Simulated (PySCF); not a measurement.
A calculated (PBEsol, PySCF 2.14, x2c-TZVPPall with one added diffuse shell each of s, p, d, f type, the spin-free X2C one-electron Hamiltonian (Gaussian nucleus)) atom or ion has these occupied shells.

```csv
shell,electrons,orbital energy (eV),"rms radius, mean of both spins (bohr)"
1s α,1,-15913.7,0.0451
1s β,1,-15913.6,0.0451
2s α,1,-2162.7,0.187
2s β,1,-2162.7,0.187
2p α,3,-1923.7,0.166
2p β,3,-1923.6,0.166
3s α,1,-340.64,0.528
3s β,1,-340.63,0.528
3p α,3,-263.45,0.539
3p β,3,-263.43,0.539
3d α,5,-135.74,0.550
3d β,5,-135.72,0.550
4s α,1,-48.355,1.44
4s β,1,-48.296,1.44
4p α,3,-30.243,1.67
4p β,3,-30.178,1.67
5p α,1,-6.421,5.03
```

**Question.** Name the element and its charge.

**Answer.** Sr⁺ (strontium, charge +1), in [Kr] 5p1, 2P determinant (an excited configuration).
